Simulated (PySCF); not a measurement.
# Telling isomers of C5H7F3N2 apart by NMR

Computed data (PySCF 2.14): PBE0/pcSseg-1 with gauge-including orbitals, geometry from GFN2-xTB. Rapidly exchanging positions averaged, non-relativistic, no solvent, single conformer.

Shifts are taken against calculated references (same method and geometry level): $^{1}$H (31.72 ppm), $^{13}$C (186.93 ppm) vs TMS. Splittings of carbon signals by F and P are missing where no couplings were computed. Where no couplings were computed, multiplicities follow the n + 1 count of equivalent neighbours, and m marks all less simple cases (inequivalent or close neighbours, rings, F or P nearby). Shifts are as computed. Against solution values, carbons near 30 ppm lie about +3 ppm off and those near 130 ppm about +5 ppm. Of 1313 compounds with measured shifts, 239 miss one by over three times the rms of a fit or turn the order of signals round; such compounds aren't used in these exercises. OH and NH positions are gas-phase values without hydrogen bonding to other molecules.

(1) Tabulate the signals of `C=C/C=N\NCC(F)(F)F`, `C=CN(C)/N=C/C(F)(F)F` and their relative energies.

(2) What is the quickest way to tell C=C/C=N\NCC(F)(F)F from C=CN(C)/N=C/C(F)(F)F?

Answers

(1) 
```tsv
SMILES	carbon types	δC	δH	E rel. (kcal/mol)
C=C/C=N\NCC(F)(F)F	1×C 2×CH 2×CH2	137.8, 134.1, 128.8, 127.4, 58.3	6.74 (m, 1H), 6.69 (m, 1H), 5.87 (br s, 1H), 5.68 (m, 1H), 5.60 (m, 1H), 3.97 (m, 2H)	0.0
C=CN(C)/N=C/C(F)(F)F	1×C 2×CH 1×CH2 1×CH3	149.6, 130.7, 118.4, 90.1, 29.2	6.98 (m, 1H), 6.35 (m, 1H), 4.48 (m, 1H), 4.39 (m, 1H), 3.00 (s, 3H)	4.0
```

Energies are electronic energies at PBE0/pcSseg-1 on these geometries, without zero-point or thermal terms, each for the one conformer computed, which needn't be the lowest.

(2) Both give the same number of carbon signals, but DEPT or the intensities differ. The first has a terminal =CH2 carbon at 127.4 ppm, the second a methyl carbon bonded to N (CH3) at 29.2 ppm. Their most deshielded carbons lie at 137.8 and 149.6 ppm.
